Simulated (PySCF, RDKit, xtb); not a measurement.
Complex: H2O (SMILES O) (first 3 atoms) with CH4S (SMILES CS); geometry from B3LYP-D3(BJ)/def2-TZVP, rigid monomers moved along the line of their centres of mass till O1···H9 is 3.07 Å.
(charge 0, multiplicity 1):
```xyz
9

O     -0.03099     0.48259     0.03750
H     -0.75444     0.09814    -0.46915
H      0.77516     0.20624    -0.41158
C     -0.33365     0.67852     5.06557
S     -0.17402    -0.92747     4.21711
H     -1.24098     1.19578     4.76044
H     -0.39240     0.46340     6.13118
H      0.53420     1.30839     4.88109
H     -0.12117    -0.44043     2.96292
```

Counterpoise-corrected where a basis set is named; no monomer relaxation. Rows marked so take none.

Rows in STO-3G carry no dispersion term and start afresh at each structure.

Programs: PySCF for STO-3G rows; RDKit for the force fields; xtb for the GFN methods. Each number belongs to the level named beside it.

Task: One of these levels gives -1.29 kcal/mol for the interaction energy. Which one is it?
A) MMFF94
B) GFN2-xTB
C) HF/STO-3G (no counterpoise)

Result: A, MMFF94. The others give -1.63 (GFN2-xTB), -0.53 (HF/STO-3G (no counterpoise))
